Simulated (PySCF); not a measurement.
# Computed properties of Mg(OH)(NH2) (H3MgNO), SMILES [NH2][Mg][OH]

H3MgNO, SMILES [NH2][Mg][OH]. Coordinates come from a TPSSh-D3(BJ)/def2-TZVP optimisation. Other conformers were not sampled. All values are computed for the isolated molecule unless a solvent is named; none is compared with measurement here.

**Structure.** The optimised structure has Cs symmetry. All 12 harmonic modes at TPSSh-D3(BJ)/def2-TZVP (PySCF) are real, so it is a minimum. With heavy atoms numbered as in [Mg:1]([OH:2])[NH2:4], the shortest bond between them is Mg1–O2 at 1.782 Å and the longest Mg1–N4 at 1.889 Å.

**Vibrations.** The strongest infrared lines (harmonic, unscaled, degenerate partners summed) lie at 854 cm⁻¹ (152 km/mol, Mg 57 %, O 25 %, N 13 %), 215 cm⁻¹ (141 km/mol, H 80 %, O 18 %), 114 cm⁻¹ (137 km/mol, H 51 %, O 25 %, Mg 21 %). The softest mode is at 114 cm⁻¹ and the zero-point energy is 22.3 kcal/mol.

**Electronic structure.** ωB97X/def2-TZVPD (PySCF) places the frontier levels at -8.84 and 0.65 eV, a gap of 9.49 eV, and gives a dipole moment of 0.83 D and a mean polarisability of 37.1 bohr³.

**Excitations.** TDDFT-PBE0/def2-SVPD (PySCF) has S1 at 4.11 eV (302 nm, f = 0.051, bright); the most intense of the 10 singlets computed lies at 5.76 eV (f = 0.08). T1 (TDA) is at 3.78 eV. No vertical singlet excitation falls in the visible range (under 3.1 eV).

**NMR.** GIAO shifts at PBE0/pcSseg-2 (PySCF) (non-relativistic, atoms alike by connectivity averaged): ¹H from -1.1 to 0.1 ppm against TMS.
